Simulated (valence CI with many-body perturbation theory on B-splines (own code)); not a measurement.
Values are calculated unless marked as measured or tabulated.
**W⁴³⁺: what each term of the Hamiltonian does**

Level of theory: configuration interaction combined with many-body perturbation theory (CI+MBPT): three valence electrons over a frozen Dirac-Fock core [Ar] 3d10, a basis of 11 s, 11 p, 9 d, 7 f, 5 g, 2 h, 1 i functions for each j, with the one-electron correlation potential Σ1, the two-electron term Σ2, the three-electron term Σ3, Breit, model QED; selected CI, second order for the rest (own B-spline code, finite nucleus).

The last digits are not significant, and no measured levels were compared; by estimate large intervals hold to a few tenths of a per cent, small ones and those within an open d or f shell to about a per cent.

Each rung adds one term. CI alone is the Dirac-Coulomb CI over the frozen core; QED comes last and gives the full result, which names the levels. Energies are above (4s^2 4p1/2) J=1/2 on the same rung, in eV.

Levels are named by their leading jj configuration (3d3/2^4 stands for four electrons in 3d with j = 3/2), which in mixed levels can hold well under half, so a name can repeat and another be missing. Letters in brackets count levels of one name in rising energy.

| Level | CI alone | Σ1 | Σ2 | Σ3 | Breit | QED | Full |
| --- | --- | --- | --- | --- | --- | --- | --- |
| (4s 4p1/2^2) J=1/2 | 97.06 | -0.112 | +0.080 | +0.007 | +0.999 | -1.272 | 96.76 |
| (4s^2 4p3/2) J=3/2 | 98.83 | +0.262 | +0.113 | +0.001 | -1.127 | +0.110 | 98.19 |
| (4s 4p1/2 4p3/2) J=3/2 [a] | 182.34 | +0.142 | +0.602 | +0.017 | -0.120 | -1.154 | 181.83 |
| (4s 4p1/2 4p3/2) J=5/2 | 191.04 | +0.146 | +0.353 | +0.012 | -0.212 | -1.144 | 190.19 |
| (4s 4p1/2 4p3/2) J=3/2 [b] | 203.38 | +0.145 | -0.143 | +0.005 | -0.203 | -1.122 | 202.06 |
| (4s 4p1/2 4p3/2) J=1/2 | 206.33 | +0.148 | -0.622 | +0.001 | -0.105 | -1.163 | 204.59 |
| (4s^2 4d3/2) J=3/2 | 261.16 | +0.037 | -0.694 | +0.003 | -1.460 | -0.186 | 258.86 |
| (4s^2 4d5/2) J=5/2 | 275.41 | +0.229 | +0.165 | +0.016 | -1.757 | -0.391 | 273.67 |
| (4s 4p3/2^2) J=5/2 | 293.29 | +0.304 | -0.323 | -0.001 | -1.481 | -0.737 | 291.05 |
| (4p1/2^2 4p3/2) J=3/2 | 301.03 | +0.028 | -0.329 | +0.013 | +0.789 | -2.372 | 299.16 |
| (4s 4p3/2^2) J=1/2 | 304.72 | +0.409 | -0.126 | -0.002 | -1.212 | -1.043 | 302.74 |
| (4s 4p3/2^2) J=3/2 | 308.98 | +0.405 | -0.681 | -0.001 | -1.259 | -1.031 | 306.41 |
| (4s 4p1/2 4d3/2) J=3/2 [a] | 336.66 | -0.097 | +0.440 | +0.027 | -0.497 | -1.400 | 335.13 |
| (4s 4p1/2 4d3/2) J=5/2 | 343.87 | -0.088 | +0.274 | +0.023 | -0.583 | -1.400 | 342.09 |
| (4s 4p1/2 4d3/2) J=1/2 | 357.79 | -0.088 | -0.593 | +0.009 | -0.505 | -1.391 | 355.22 |
| (4s 4p1/2 4d3/2) J=3/2 [b] | 358.80 | -0.076 | -0.528 | +0.007 | -0.539 | -1.406 | 356.25 |
| (4s 4p1/2 4d5/2) J=5/2 [a] | 366.10 | +0.012 | -0.006 | +0.018 | -0.959 | -1.351 | 363.81 |
| (4s 4p1/2 4d5/2) J=7/2 | 371.46 | +0.016 | -0.089 | +0.021 | -1.086 | -1.326 | 369.00 |
| (4s 4p1/2 4d5/2) J=3/2 | 376.44 | +0.074 | -0.195 | +0.014 | -0.769 | -1.572 | 374.00 |
| (4s 4p1/2 4d5/2) J=5/2 [b] | 376.51 | +0.038 | -0.164 | +0.007 | -0.938 | -1.431 | 374.02 |
| (4p1/2 4p3/2^2) J=5/2 | 400.51 | +0.248 | -0.298 | +0.008 | -0.491 | -2.124 | 397.85 |
| (4p1/2 4p3/2^2) J=3/2 | 401.75 | +0.224 | -0.845 | 0.000 | -0.387 | -2.104 | 398.64 |
| (4p1/2 4p3/2^2) J=1/2 | 405.62 | +0.291 | -0.299 | +0.006 | -0.317 | -2.261 | 403.03 |
| (4s 4p3/2 4d3/2) J=5/2 [a] | 442.48 | +0.141 | -0.102 | +0.015 | -1.997 | -0.669 | 439.87 |
| (4s 4p3/2 4d3/2) J=3/2 [a] | 444.55 | +0.168 | -0.045 | +0.018 | -1.638 | -1.282 | 441.78 |
| (4s 4p3/2 4d3/2) J=1/2 [a] | 444.51 | +0.168 | +0.010 | +0.018 | -1.602 | -1.277 | 441.82 |
| (4s 4p3/2 4d3/2) J=7/2 | 445.16 | +0.181 | +0.019 | +0.021 | -1.983 | -0.977 | 442.42 |
| (4s 4p3/2 4d3/2) J=5/2 [b] | 445.76 | +0.159 | -0.162 | +0.010 | -1.816 | -0.994 | 442.96 |
| (4p1/2^2 4d3/2) J=3/2 | 451.55 | -0.207 | -0.250 | +0.018 | +0.501 | -2.657 | 448.95 |
| (4s^2 4f7/2) J=7/2 | 454.59 | +0.201 | -0.244 | -0.007 | -2.330 | -0.540 | 451.67 |
| (4s 4p3/2 4d5/2) J=9/2 | 454.32 | +0.268 | +0.644 | +0.032 | -2.173 | -1.221 | 451.87 |

The middle columns are the shifts that each term adds.

Question: How does the ionisation energy move along the ladder, and which term matters most?

Answer: CI alone 2208.6, + Σ1 2210.5, + Σ2 2210.4, + Σ3 2210.3, + Breit 2207.6, + QED 2207.6 eV. The largest step is Breit, -2.7 eV. NIST lists 2210 ± 1.5 eV (semi-empirical).
